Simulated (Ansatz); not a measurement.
Geometry optimisation, RKS PBE/def2-SVP (Ansatz).

The input (input.yaml):

```yaml
crystal:
  periodic: [false, false, false]
  atoms:
    - { symbol: Zr, position_ang: [-0.03662, -0.147693, 0.222486] }
    - { symbol: Cl, position_ang: [-0.139601, -0.292426, 2.702745] }
    - { symbol: Cl, position_ang: [2.112069, -0.46717, -0.745276] }
    - { symbol: O, position_ang: [-0.938673, 1.393826, -0.483102] }
    - { symbol: H, position_ang: [-1.656677, 1.82195, -0.976895] }
    - { symbol: O, position_ang: [-1.039108, -1.660046, -0.344795] }
    - { symbol: H, position_ang: [-1.479764, -2.49592, -0.56076] }
    - { symbol: P, position_ang: [1.801998, 2.932927, 1.393863] }
    - { symbol: H, position_ang: [2.962652, 2.081523, 1.376916] }
    - { symbol: H, position_ang: [1.498434, 2.669352, 0.013949] }
    - { symbol: H, position_ang: [0.959489, 1.886977, 1.884969] }
basis:
  gaussian: { orbitals: def2-SVP }
hamiltonian:
  xc: pbe
relax:
  f_tol: 0.03
  max_steps: 50
```

Launched with:

```bash
$ ansatz run input.yaml --threads 4 --pin off --max-ram 5120MiB --backend cpu --events-out ev --progress --plain --runs-dir out
```

**Question.** Where does it end, and by what steps?

**Answer.** The run converged. The force dipped under the threshold on the way, but the program's further checks kept it going. After 18 steps the energy has fallen by 0.165 eV; H11 moved furthest, 0.91 Å.

```json
{"step": "0", "energy less start (eV)": "0.0000", "largest force component (eV/Å)": "0.976", "accepted": "yes"}
{"step": "1", "energy less start (eV)": "-0.0816", "largest force component (eV/Å)": "0.736", "accepted": "yes"}
{"step": "2", "energy less start (eV)": "-0.1181", "largest force component (eV/Å)": "0.081", "accepted": "yes"}
{"step": "3", "energy less start (eV)": "-0.1286", "largest force component (eV/Å)": "0.287", "accepted": "yes"}
{"step": "4", "energy less start (eV)": "-0.1330", "largest force component (eV/Å)": "0.074", "accepted": "yes"}
{"step": "5", "energy less start (eV)": "-0.1359", "largest force component (eV/Å)": "0.532", "accepted": "yes"}
{"step": "6", "energy less start (eV)": "-0.1479", "largest force component (eV/Å)": "0.107", "accepted": "yes"}
{"step": "7", "energy less start (eV)": "-0.1478", "largest force component (eV/Å)": "0.274", "accepted": "no"}
{"step": "8", "energy less start (eV)": "-0.1499", "largest force component (eV/Å)": "0.065", "accepted": "yes"}
{"step": "9", "energy less start (eV)": "-0.1527", "largest force component (eV/Å)": "0.113", "accepted": "yes"}
{"step": "10", "energy less start (eV)": "-0.1511", "largest force component (eV/Å)": "0.301", "accepted": "no"}
{"step": "11", "energy less start (eV)": "-0.1551", "largest force component (eV/Å)": "0.113", "accepted": "yes"}
{"step": "12", "energy less start (eV)": "-0.1575", "largest force component (eV/Å)": "0.067", "accepted": "yes"}
{"step": "13", "energy less start (eV)": "-0.1601", "largest force component (eV/Å)": "0.112", "accepted": "yes"}
{"step": "14", "energy less start (eV)": "-0.1609", "largest force component (eV/Å)": "0.181", "accepted": "yes"}
{"step": "15", "energy less start (eV)": "-0.1627", "largest force component (eV/Å)": "0.087", "accepted": "yes"}
{"step": "16", "energy less start (eV)": "-0.1639", "largest force component (eV/Å)": "0.004", "accepted": "yes"}
{"step": "17", "energy less start (eV)": "-0.1645", "largest force component (eV/Å)": "0.021", "accepted": "yes"}
{"step": "18", "energy less start (eV)": "-0.1647", "largest force component (eV/Å)": "0.028", "accepted": "yes"}
```

```xyz
11
Properties=species:S:1:pos:R:3
Zr -0.148 -0.468 0.171
Cl -0.304 -0.351 2.542
Cl 2.100 -0.785 -0.538
O -0.839 1.139 -0.596
H -1.293 1.861 -1.055
O -1.171 -1.965 -0.417
H -1.766 -2.633 -0.786
P 2.142 3.245 1.432
H 2.801 2.138 0.784
H 1.007 3.160 0.545
H 1.515 2.383 2.402
```

Whether the end is a true minimum wasn't checked by a vibrational analysis.

The run took 40 s on 4 threads of Intel(R) Xeon(R) Platinum 8259CL CPU @ 2.50GHz (Skylake/Cascade Lake), with other jobs on the host, peak memory 0.23 GiB.
